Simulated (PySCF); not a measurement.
1-ethynyl-1-methylcyclopropane (C6H8), SMILES C#CC1(C)CC1. The structure is a stationary point at ωB97X-D3(BJ)/def2-SVP.

Computed equilibrium geometry at ωB97X-D3(BJ)/def2-SVP (PySCF confirms it by a frequency run) as Cartesian coordinates in Å, and its point group:
point group Cs.
```xyz
14

C      0.1657     2.4235     0.0000
C      0.0334     1.2207     0.0000
C     -0.1487    -0.2242     0.0000
C     -1.5967    -0.6863     0.0000
C      0.8767    -1.0483     0.7499
C      0.8767    -1.0483    -0.7499
H      0.2863     3.4924     0.0000
H     -2.1246    -0.3154     0.8924
H     -1.6476    -1.7862     0.0000
H     -2.1246    -0.3154    -0.8924
H      0.5077    -1.9372     1.2707
H      1.6764    -0.5120     1.2671
H      0.5077    -1.9372    -1.2707
H      1.6764    -0.5120    -1.2671
```
Charge 0, spin multiplicity 1.
